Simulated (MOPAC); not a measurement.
MOPAC input (MNDO):

```
MNDO 1SCF CHARGE=-1 GEO-OK AUX(PRECISION=9) THREADS=1
H3F2Si2

F     1.83350600 1    1.22440600 1    0.41431600 1
Si    1.24399400 1   -0.09732200 1   -0.48491400 1
Si   -1.04055000 1    0.05240600 1    0.28594000 1
F    -1.96634700 1   -1.16597900 1   -0.34062200 1
H     1.52949000 1   -1.21470400 1    0.54471900 1
H    -1.41672700 1    0.02258500 1    1.75032400 1
H    -1.76541100 1    1.29510500 1   -0.17265600 1
```

From the output:

```
                                                       MOPAC v23.2.5 Linux

          FINAL HEAT OF FORMATION =       -141.75972 KCAL/MOL =    -593.12268 KJ/MOL

          COSMO AREA              =        127.11 SQUARE ANGSTROMS
          COSMO VOLUME            =        120.64 CUBIC ANGSTROMS

          IONIZATION POTENTIAL    =          1.897361 EV
          HOMO LUMO ENERGIES (EV) =         -1.897  5.605
          NO. OF FILLED LEVELS    =         13
          MOLECULAR WEIGHT        =         97.1915         POINT GROUP:  C1

          MOLECULAR DIMENSIONS (Angstroms)

            Atom       Atom       Distance
            F     4    F     1     4.55223
            H     7    H     5     3.90683
            H     6   Si     2     2.73013

          SCF CALCULATIONS        =          1

   ATOM   CHEMICAL          X               Y               Z
  NUMBER   SYMBOL      (ANGSTROMS)     (ANGSTROMS)     (ANGSTROMS)

     1       F          1.83350600  *   1.22440600  *   0.41431600  *
     2      Si          1.24399400  *  -0.09732200  *  -0.48491400  *
     3      Si         -1.04055000  *   0.05240600  *   0.28594000  *
     4       F         -1.96634700  *  -1.16597900  *  -0.34062200  *
     5       H          1.52949000  *  -1.21470400  *   0.54471900  *
     6       H         -1.41672700  *   0.02258500  *   1.75032400  *
     7       H         -1.76541100  *   1.29510500  *  -0.17265600  *

                             CARTESIAN COORDINATES

   1    F        1.833506000     1.224406000     0.414316000
   2   Si        1.243994000    -0.097322000    -0.484914000
   3   Si       -1.040550000     0.052406000     0.285940000
   4    F       -1.966347000    -1.165979000    -0.340622000
   5    H        1.529490000    -1.214704000     0.544719000
   6    H       -1.416727000     0.022585000     1.750324000
   7    H       -1.765411000     1.295105000    -0.172656000

           Empirical Formula: H3 F2 Si2  =     7 atoms

      MOLECULAR POINT GROUP   :   C1

                  EIGENVALUES
 -37.79416 -36.14648 -14.41247 -11.20704 -10.45778 -10.33439 -10.00874  -9.37557
  -9.20963  -8.19443  -6.60000  -4.15947  -1.89736   5.60467   6.30063   6.99844
   7.27631   8.58979   9.12827

              NET ATOMIC CHARGES AND DIPOLE CONTRIBUTIONS

  ATOM NO.   TYPE          CHARGE      No. of ELECS.   s-Pop       p-Pop
    1          F          -0.545484        7.5455     1.89842     5.64707
    2         Si           0.461608        3.5384     1.50552     2.03288
    3         Si           0.872695        3.1273     1.23880     1.88850
    4          F          -0.530018        7.5300     1.88536     5.64466
    5          H          -0.444985        1.4450     1.44498
    6          H          -0.403028        1.4030     1.40303
    7          H          -0.410788        1.4108     1.41079
 DIPOLE           X         Y         Z       TOTAL
 POINT-CHG.     1.631    -0.241    -4.408     4.706
 HYBRID        -2.782     0.256     4.346     5.166
 SUM           -1.151     0.015    -0.062     1.153

          ATOMIC ORBITAL ELECTRON POPULATIONS

     Atom    s        px        py        pz
    1  F   1.89842   1.94149   1.80751   1.89807
    2 Si   1.50552   0.47158   0.42050   1.14080
    3 Si   1.23880   0.91548   0.45427   0.51876
    4  F   1.88536   1.89032   1.82222   1.93212
    5  H   1.44498
    6  H   1.40303
    7  H   1.41079

 **********************
 *                    *
 * JOB ENDED NORMALLY *
 *                    *
 **********************

 == MOPAC DONE ==
```

The dipole moment of an ion depends on the origin.

The geometry given is a B3LYP-D3(BJ)/def2-TZVP minimum.
